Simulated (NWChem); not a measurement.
# One site exchanged: Cu, In, Al, Ga

Each species was optimised at PBE0/def2-SVP with NWChem, gas phase unless a solvent is named. Low-valent species are run as closed-shell singlets; no triplet was tried in these runs. def2 effective core potentials on In; no spin-orbit coupling.

A: [CuH] (CuH)
B: [InH] (InH)
C: [AlH] (AlH)
D: [GaH] (GaH)

```
quantity                                                   A (Cu)  B (In)  C (Al)  D (Ga)
---------------------------------------------------------  ------  ------  ------  ------
Pauling electronegativity of the site (pymatgen's table)     1.90    1.78    1.61    1.81
electrons in the molecule                                      30      50      14      32
dipole (D), PBE0/def2-SVP                                    2.77    0.64    0.10    0.21
orbital gap (eV), PBE0/def2-SVP                              4.79    3.94    4.01    4.21
vertical ionisation energy, ΔSCF, PBE/def2-SVP (eV)          9.15    7.93    8.12    8.38
vertical ionisation energy, ΔSCF, CAM-B3LYP/def2-SVP (eV)    9.16    8.04    8.22    8.48
static polarisability, CAM-B3LYP/def2-SVPD (bohr³)           32.1    50.3    45.0    40.1
lowest singlet excitation, CAM-B3LYP/def2-SVPD, TDA (eV)     2.99    2.82    3.00    3.00
```

“Dipole (D), PBE0/def2-SVP” runs from 0.10 in C (Al) to 2.77 in A (Cu), in no step with either the site's electronegativity or the electron count. “Orbital gap (eV), PBE0/def2-SVP” runs from 3.94 in B (In) to 4.79 in A (Cu), in no step with either the site's electronegativity or the electron count. “Vertical ionisation energy, ΔSCF, PBE/def2-SVP (eV)” runs from 7.93 in B (In) to 9.15 in A (Cu), in no step with either the site's electronegativity or the electron count. “Vertical ionisation energy, ΔSCF, CAM-B3LYP/def2-SVP (eV)” runs from 8.04 in B (In) to 9.16 in A (Cu), in no step with either the site's electronegativity or the electron count. “Static polarisability, CAM-B3LYP/def2-SVPD (bohr³)” runs from 32.1 in A (Cu) to 50.3 in B (In), in no step with either the site's electronegativity or the electron count. “Lowest singlet excitation, CAM-B3LYP/def2-SVPD, TDA (eV)” runs from 2.82 in B (In) to 3.00 in D (Ga). The order by vertical ionisation energy is the reverse of the order by static polarisability.

These are trends among computed rows of three or four species; they are not measurements.
